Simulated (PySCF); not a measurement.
**Correlation energy of Li⁻ (lithium, charge -1)**

[He] 2s2, closed-shell 1S. All numbers are calculated (PySCF 2.14, the non-relativistic Hamiltonian (point nucleus), in aug-cc-pCVTZ (7s6p4d2f, 59 functions)). Frozen: 1s2; 2 electrons correlated.

With two correlated electrons CCSD is exact within the correlated space (frozen core and kept virtual orbitals).

```
level  correlation energy (mhartree)
 CCSD                         -27.15
```

Diagnostics: T1 = 0.053, D1 = 0.0743, largest double amplitude 0.133.

T1 exceeds 0.03, a sign that the reference determinant is poor.

Cost of the coupled-cluster step: roughly 0.7 core-seconds, for 2 correlated electrons.

Iterations:

```
CC2 = 0
CCSD nocc = 1, nmo = 58
frozen orbitals [0]
max_cycle = 100
direct = 0
conv_tol = 1e-08
conv_tol_normt = 1e-06
diis_space = 8
diis_start_cycle = 0
Init t2, MP2 energy = -7.4456091198667  E_corr(MP2) -0.0174602707760301
Init E_corr(CCSD) = -0.0174602707786294
cycle = 1  E_corr(CCSD) = -0.021136764494272  dE = -0.00367649372  norm(t1,t2) = 0.0720631
cycle = 2  E_corr(CCSD) = -0.0236451418752515  dE = -0.00250837738  norm(t1,t2) = 0.0418801
cycle = 3  E_corr(CCSD) = -0.0268644081092441  dE = -0.00321926623  norm(t1,t2) = 0.0265296
cycle = 4  E_corr(CCSD) = -0.0270960133108105  dE = -0.000231605202  norm(t1,t2) = 0.00585794
cycle = 5  E_corr(CCSD) = -0.027133401568992  dE = -3.73882582e-05  norm(t1,t2) = 0.0030174
cycle = 6  E_corr(CCSD) = -0.0271787069123218  dE = -4.53053433e-05  norm(t1,t2) = 0.00120717
cycle = 7  E_corr(CCSD) = -0.0271291755988201  dE = 4.95313135e-05  norm(t1,t2) = 0.000372636
cycle = 8  E_corr(CCSD) = -0.0271573046641604  dE = -2.81290653e-05  norm(t1,t2) = 0.000214763
cycle = 9  E_corr(CCSD) = -0.0271516178679219  dE = 5.68679624e-06  norm(t1,t2) = 5.97661e-05
cycle = 10  E_corr(CCSD) = -0.0271515791067431  dE = 3.87611788e-08  norm(t1,t2) = 7.98138e-06
cycle = 11  E_corr(CCSD) = -0.0271513955928528  dE = 1.8351389e-07  norm(t1,t2) = 3.3679e-06
cycle = 12  E_corr(CCSD) = -0.0271513723047896  dE = 2.32880632e-08  norm(t1,t2) = 5.73012e-07
cycle = 13  E_corr(CCSD) = -0.0271513699812534  dE = 2.32353619e-09  norm(t1,t2) = 1.21881e-07
CCSD converged
E(CCSD) = -7.455300219071923  E_corr = -0.02715136998125343
```
